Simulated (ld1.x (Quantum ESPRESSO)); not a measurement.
Ranking TM semilocal potentials for C (Z = 6)

All share these settings but for the change named:

C (Z = 6), norm-conserving Troullier–Martins (semilocal form), made with ld1.x (Quantum ESPRESSO) 7.5 (PBEsol, non-relativistic). Core [He], reference 2s1.75 2p2.25. Waves: 2p (bound): rc 2.00 bohr; 3d channel at 0.25 Ry: rc 1.65 bohr; 2s (bound): rc 0.95 bohr. Local part: the s channel. Core correction: none.

Cutoff: the first of the cutoffs (Ry, on a coarse ladder) from which the occupation-weighted sum of valence levels, in a spherical-Bessel basis at the reference potential, stays within 10 and 1 mRy of its value at 400 Ry; the density cutoff is not measured.

The base gives 35 Ry.

Of 7 variants that were run, those that failed, showed a ghost or another fault, or gave nearly equal values are left out.

A variant can come out equal or close to the base.

(1) Rank these variants from softest to hardest (loose cutoff).
A. wave 2p (bound): rc 2.00 bohr becomes 2p (bound): rc 1.32 bohr
B. wave 2p (bound): rc 2.00 bohr becomes 2p (bound): rc 1.86 bohr
C. wave 2p (bound): rc 2.00 bohr becomes 2p (bound): rc 1.64 bohr

## Answers

(1) B (35 Ry), C (40 Ry), A (50 Ry).
